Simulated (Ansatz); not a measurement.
Geometry optimisation, Ansatz, RKS PBE-D4/def2-SVP.

Input file:

```yaml
crystal:
  periodic: [false, false, false]
  atoms:
    - { symbol: Zr, position_ang: [0.0, 0.0, 0.0] }
    - { symbol: "N", position_ang: [0.0, 0.0, 2.56] }
    - { symbol: H, position_ang: [-0.877, -0.2713, 3.09] }
    - { symbol: H, position_ang: [0.877, 0.2713, 3.09] }
    - { symbol: O, position_ang: [1.952, 0.0, -0.6893] }
    - { symbol: H, position_ang: [2.2684, -0.9521, -0.806] }
    - { symbol: F, position_ang: [-0.9326, 1.6157, -0.6593] }
    - { symbol: O, position_ang: [-0.975, -1.6891, -0.6893] }
    - { symbol: H, position_ang: [-1.4296, -2.1548, 0.0831] }
    - { symbol: O, position_ang: [1.2429, 1.8744, 0.7473] }
    - { symbol: H, position_ang: [2.0199, 1.5607, 1.3113] }
    - { symbol: H, position_ang: [0.7799, 1.1761, 1.9994] }
basis:
  gaussian: { orbitals: def2-SVP }
hamiltonian:
  xc: pbe
  dispersion: d4
relax:
  f_tol: 0.15
  max_steps: 25
  restrain:
    - { distance: [0, 9], at: 3.27, k: 30.0 }
    - { distance: [11, 1], at: 2.26, k: 30.0 }
    - { distance: [0, 1], at: 2.21, k: 30.0 }
    - { distance: [11, 9], at: 1.01, k: 30.0 }
output:
  orbitals: {}
```

Command:

```bash
$ ansatz run input.yaml --threads 4 --pin off --max-ram 5120MiB --backend cpu --events-out ev --progress --plain --runs-dir out
```

**Question.** Where does it end, and by what steps?

**Answer.** It converged. The restraints hold the end off the free minimum; the threshold counts their pulls, which the force column leaves out. Restrained pairs: Zr1–O10 (2.37 → 3.26 Å), N2–H12 (1.52 → 2.26 Å), Zr1–N2 (2.56 → 2.16 Å), O10–H12 (1.51 → 1.00 Å). After 12 steps the energy has fallen by 3.549 eV (the restraints' own energy left out); H4 moved furthest, 0.96 Å.

| step | energy less start (eV) | largest force component (eV/Å) | accepted |
| --- | --- | --- | --- |
| 0 | 0.0000 | 4.157 | yes |
| 1 | -0.4982 | 4.014 | yes |
| 2 | -1.1426 | 5.348 | yes |
| 3 | -1.9526 | 4.345 | yes |
| 4 | -2.7616 | 2.468 | yes |
| 5 | -3.0959 | 2.074 | yes |
| 6 | -3.1680 | 2.111 | yes |
| 7 | -3.4163 | 1.268 | yes |
| 8 | -3.4814 | 1.638 | yes |
| 9 | -3.5228 | 1.393 | yes |
| 10 | -3.5357 | 1.572 | yes |
| 11 | -3.5482 | 1.481 | yes |
| 12 | -3.5488 | 1.451 | yes |

```xyz
12
Properties=species:S:1:pos:R:3
Zr -0.136 -0.146 0.213
N -0.113 -0.006 2.372
H -0.871 0.392 2.940
H 0.466 -0.595 2.983
O 1.738 -0.258 -0.328
H 2.385 -0.690 -0.905
F -1.199 1.250 -0.575
O -0.984 -1.781 -0.335
H -1.427 -2.633 -0.444
O 1.625 2.372 1.295
H 2.229 1.749 0.843
H 1.212 1.778 1.979
```

Time of the run: 29 s on 4 threads of Arm Neoverse V1 (shared host), peak memory 0.19 GiB.
